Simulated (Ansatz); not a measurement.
Mulliken charges of C2H5ClSSi, SMILES `C=C(Cl)[SiH2]S` from PBE/def2-TZVPP in Ansatz (PBE0-D4/def2-TZVP geometry).

| atom | x (Å) | y (Å) | z (Å) | charge (e) |
| --- | --- | --- | --- | --- |
| C1 | -1.589 | 0.711 | 0.316 | -0.196 |
| C2 | -0.366 | 0.755 | -0.198 | 0.014 |
| Cl3 | 0.385 | 2.278 | -0.559 | -0.093 |
| Si4 | 0.651 | -0.765 | -0.579 | 0.287 |
| S5 | 2.479 | -0.816 | 0.513 | -0.237 |
| H6 | -2.167 | 1.605 | 0.527 | 0.105 |
| H7 | -2.043 | -0.249 | 0.537 | 0.100 |
| H8 | -0.212 | -1.933 | -0.268 | -0.058 |
| H9 | 1.066 | -0.762 | -2.001 | -0.040 |
| H10 | 1.879 | -0.876 | 1.714 | 0.118 |

Q: By hand: the dipole of these point charges (1 e Å = 4.8032 D).

A: Σ q r = (-0.371, -0.184, 0.106) e Å, of length 0.427 e Å = 2.05 D.

Q: How does the dipole of the full density compare? (Best estimate.)

A: Computed: (-0.331, -0.150, 0.165) e Å, 1.92 D; the point charges give 1.07 times that, at 10° from its direction.

Point charges leave out the atoms' own dipoles, such as those of lone pairs, and Mulliken's split depends on the basis, so the close match here is no proof of good charges.
